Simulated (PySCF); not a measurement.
dibromo-chloro-fluoromethane (CBr₂ClF), SMILES BrC(F)(Br)Cl. Atoms are numbered in the order given.

```xyz
5

F     -1.6671    -0.5943     0.0000
C     -0.3484    -0.4142     0.0000
Cl     0.4531    -1.9981     0.0000
Br     0.1342     0.5972    -1.6086
Br     0.1342     0.5972     1.6086
```

Coordinates come from a B3LYP-D3(BJ)/def2-SVP optimisation.

These are TDDFT-PBE/def2-SVPD run with PySCF values and carry that method's errors.

Vertical excitations. Isolated molecule, no solvent. State labels are in the subgroup Cs.

```csv
state,symmetry,energy (eV),λ (nm),f,main pairs
S1,A",4.18,296,0.003,HOMO→LUMO 98 %
S2,A",4.46,278,0.007,HOMO−1→LUMO 97 %
S3,A',4.68,265,0.004,HOMO−2→LUMO 96 %
S4,A',5.14,241,0.000,"HOMO−3→LUMO 72 %, HOMO→LUMO+1 27 %"
S5,A',5.51,225,0.012,"HOMO→LUMO+1 71 %, HOMO−3→LUMO 26 %"
S6,A",5.56,223,0.021,HOMO−4→LUMO 86 %
S7,A',5.67,219,0.004,"HOMO−1→LUMO+1 68 %, HOMO−5→LUMO 29 %"
S8,A',5.83,213,0.001,"HOMO−5→LUMO 68 %, HOMO−1→LUMO+1 28 %"
S9,A",5.89,211,0.000,HOMO−2→LUMO+1 94 %
S10,A",6.03,206,0.043,HOMO→LUMO+2 81 %
T1,A",3.78,328,0,HOMO→LUMO 99 %
T2,A",4.06,305,0,HOMO−1→LUMO 99 %
T3,A',4.30,288,0,HOMO−2→LUMO 98 %
T4,A',4.75,261,0,HOMO−3→LUMO 87 %
```
Triplets are in the Tamm–Dancoff approximation, which puts them higher than full response would, so one can lie above its singlet here.
